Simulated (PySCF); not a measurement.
GaF₂I, SMILES [F][Ga]([F])[I].

Geometry optimised at B3LYP-D3(BJ)/def2-SVP. The def2 effective core potentials stand for the cores of I; spin–orbit coupling is left out.

Computed with TDA-ωB97X/def2-SVPD (PySCF).

Vertical excitations. Isolated molecule, no solvent. State labels are in the subgroup C2v.

```json
[
 {"state": "S1", "symmetry": "B2", "energy (eV)": "5.00", "λ (nm)": "248", "f": "0.010", "main pairs": "HOMO→LUMO 95 %"},
 {"state": "S2", "symmetry": "B1", "energy (eV)": "5.10", "λ (nm)": "243", "f": "0.015", "main pairs": "HOMO−1→LUMO 96 %"},
 {"state": "S3", "symmetry": "A2", "energy (eV)": "6.17", "λ (nm)": "201", "f": "0.000", "main pairs": "HOMO→LUMO+1 98 %"},
 {"state": "S4", "symmetry": "A1", "energy (eV)": "6.46", "λ (nm)": "192", "f": "0.001", "main pairs": "HOMO−1→LUMO+1 77 %, HOMO−2→LUMO 20 %"},
 {"state": "S5", "symmetry": "A1", "energy (eV)": "7.61", "λ (nm)": "163", "f": "0.428", "main pairs": "HOMO−2→LUMO 56 %, HOMO→LUMO+6 21 %, HOMO−1→LUMO+1 11 %"},
 {"state": "S6", "symmetry": "B1", "energy (eV)": "7.85", "λ (nm)": "158", "f": "0.001", "main pairs": "HOMO−2→LUMO+1 89 %"},
 {"state": "S7", "symmetry": "B2", "energy (eV)": "7.91", "λ (nm)": "157", "f": "0.004", "main pairs": "HOMO−3→LUMO 88 %"},
 {"state": "S8", "symmetry": "A2", "energy (eV)": "8.00", "λ (nm)": "155", "f": "0.000", "main pairs": "HOMO−4→LUMO 91 %"},
 {"state": "S9", "symmetry": "B2", "energy (eV)": "8.04", "λ (nm)": "154", "f": "0.163", "main pairs": "HOMO→LUMO+2 62 %, HOMO→LUMO+3 17 %, HOMO→LUMO+7 11 %"},
 {"state": "S10", "symmetry": "B1", "energy (eV)": "8.22", "λ (nm)": "151", "f": "0.190", "main pairs": "HOMO−1→LUMO+2 61 %, HOMO−1→LUMO+3 15 %, HOMO−1→LUMO+7 10 %"},
 {"state": "T1", "symmetry": "B2", "energy (eV)": "4.52", "λ (nm)": "274", "f": "0", "main pairs": "HOMO→LUMO 93 %"},
 {"state": "T2", "symmetry": "B1", "energy (eV)": "4.66", "λ (nm)": "266", "f": "0", "main pairs": "HOMO−1→LUMO 93 %"},
 {"state": "T3", "symmetry": "A1", "energy (eV)": "5.94", "λ (nm)": "209", "f": "0", "main pairs": "HOMO−2→LUMO 59 %, HOMO−1→LUMO+1 35 %"},
 {"state": "T4", "symmetry": "A2", "energy (eV)": "6.07", "λ (nm)": "204", "f": "0", "main pairs": "HOMO→LUMO+1 97 %"}
]
```
Triplets are in the Tamm–Dancoff approximation.
